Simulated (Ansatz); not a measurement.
Conformers of `CCCCC(C=O)CC`, each relaxed with PBE0-D4/def2-TZVP in Ansatz. CBS adds the triple-zeta coupled-cluster correction to the MP2 limit.

Not all of them had a frequency check.

Conformer A:

Z-matrix (Å, degrees):
```
C
C 1 1.520
H 1 1.093 2 112.2
H 1 1.094 2 111.0 3 -120.2
H 1 1.092 2 111.1 3 119.9
C 2 1.524 1 114.0 3 63.0
H 2 1.095 1 108.9 3 -176.2
H 2 1.095 1 109.8 3 -61.2
C 6 1.525 2 116.2 1 -64.3
H 6 1.096 2 108.7 1 57.4
H 6 1.095 2 109.0 1 172.0
C 9 1.537 6 115.9 2 -63.3
H 9 1.093 6 108.3 2 174.9
H 9 1.096 6 110.0 2 60.2
C 12 1.505 9 111.4 6 80.4
C 12 1.520 9 115.6 6 -49.5
H 12 1.104 9 105.4 6 -169.1
O 15 1.200 12 125.8 9 -135.8
H 15 1.114 12 114.0 9 46.2
C 16 1.519 12 113.4 9 -60.1
H 16 1.094 12 109.3 9 63.4
H 16 1.093 12 108.2 9 177.5
H 20 1.092 16 110.9 12 -176.8
H 20 1.093 16 112.1 12 63.1
H 20 1.094 16 111.2 12 -57.2
```

Conformer B:

```xyz
25

C     0.898   -1.383    2.852
C     1.670   -1.422    1.543
C     0.789   -1.356    0.302
C     0.015   -0.055    0.154
C    -0.784    0.007   -1.141
C     0.132    0.067   -2.336
O    -0.111   -0.416   -3.408
C    -1.764    1.191   -1.197
C    -1.125    2.569   -1.107
H     0.161   -2.191    2.897
H     1.567   -1.498    3.708
H     0.362   -0.440    2.983
H     2.390   -0.596    1.517
H     2.263   -2.342    1.504
H     1.416   -1.505   -0.585
H     0.082   -2.195    0.311
H     0.717    0.788    0.195
H    -0.670    0.079    0.997
H    -1.375   -0.909   -1.253
H     1.083    0.627   -2.178
H    -2.337    1.113   -2.126
H    -2.481    1.066   -0.379
H    -0.573    2.702   -0.174
H    -0.435    2.754   -1.933
H    -1.891    3.346   -1.145
```

Which is lowest in electronic energy at CCSD(T)/CBS (frozen core, def2 sets), and by how much? (An estimate is asked.)

The calculation gave: A; B lies 1.8 kJ/mol higher. Gaps under about 2 kJ/mol don't settle the order.

Give the energies relative to A (kJ/mol) with PBE0-D4/def2-TZVPP, B3LYP-D4/def2-TZVPP, ωB97M-V/def2-TZVPP, r2SCAN/def2-TZVPP, PBE0/def2-TZVPP, HF/CBS(def2), CCSD/CBS(def2). (An estimate is asked.)

The calculation gave: 
| level | B |
| --- | --- |
| PBE0-D4/def2-TZVPP | 3.3 |
| B3LYP-D4/def2-TZVPP | 3.1 |
| ωB97M-V/def2-TZVPP | 3.7 |
| r2SCAN/def2-TZVPP | 2.1 |
| PBE0/def2-TZVPP | -1.1 |
| HF/CBS(def2) | -8.3 |
| CCSD/CBS(def2) | 0.4 |

B3LYP here is the variant with VWN-RPA as its local correlation; programs differ in this.
